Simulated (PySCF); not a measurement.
B²⁺ (boron, charge +2): r2SCAN calculation

Configuration: [He] 2p1, 2P determinant (an excited configuration). Computed with PySCF 2.14 in aug-cc-pCVTZ-DK with one added diffuse shell each of s, p, d, f type (8s7p5d3f, 75 functions), with scalar relativity by spin-free X2C-1e.

* Total energy: -23.2319 hartree
* One-electron energy: -27.6124 hartree
* Hartree (Coulomb) energy: 7.6863 hartree
* Exchange-correlation energy: -3.3059 hartree
* ⟨S²⟩: 0.7500
* ⟨L²⟩: 2.002
* Sum of ⟨r⟩: 2.225 bohr
* Sum of ⟨r²⟩: 3.282 bohr²
* Traceless quadrupole moment −½Σ⟨3z² − r²⟩ along its main axis: -1.23 e·bohr²
* Langevin diamagnetic susceptibility: -2.60 ×10⁻⁶ cm³/mol

```json
{"shell": "1s α", "electrons": "1", "mean orbital energy (eV)": "-213.51", "rms radius, mean of both spins (bohr)": "0.381"}
{"shell": "1s β", "electrons": "1", "mean orbital energy (eV)": "-213.01", "rms radius, mean of both spins (bohr)": "0.381"}
{"shell": "2p α", "electrons": "1", "mean orbital energy (eV)": "-27.067", "rms radius, mean of both spins (bohr)": "1.73"}
```
